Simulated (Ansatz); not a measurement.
**Strength of the C–Se bond: Se(CH3)(GeH3) → GeH3Se + CH3**

Species: Se(CH3)(GeH3), singlet; GeH3Se `[GeH3][Se]`, doublet; CH3 `[CH3]`, doublet. 

Shapes, held fixed at every level: PBE0-D4/def2-TZVP. Programs: Ansatz 0.2.0. Electronic energies: no zero-point or thermal term.

| level | kind | ΔE (kJ/mol) | less CCSD(T)/def2-TZVPP |
| --- | --- | --- | --- |
| PBE-D4/def2-TZVPP | GGA | +297.8 | +10.5 |
| B3LYP-D4/def2-TZVPP | global hybrid | +276.3 | -11.0 |
| BHLYP-D4/def2-TZVPP | global hybrid | +261.9 | -25.4 |
| MP2/def2-SVP | perturbation theory | +283.3 | -4.0 |
| MP2/def2-TZVPP | perturbation theory | +307.6 | +20.3 |
| CCSD/def2-TZVPP | coupled cluster or CI | +273.8 | -13.5 |
| CCSD(T)/def2-TZVPP | coupled cluster or CI | +287.3 | 0.0 |

The highest level, CCSD(T)/def2-TZVPP, gives ΔE = +287.3 kJ/mol; the levels span +261.9 to +307.6. The column of differences is taken from that level and isn't an error. No measured value is set beside it here. Open shells run unrestricted unless RO is named. Relativity is left out for Ge, Se unless named. Correlated rows may include outer-core shells of Ge, Se, which these sets cover unevenly.
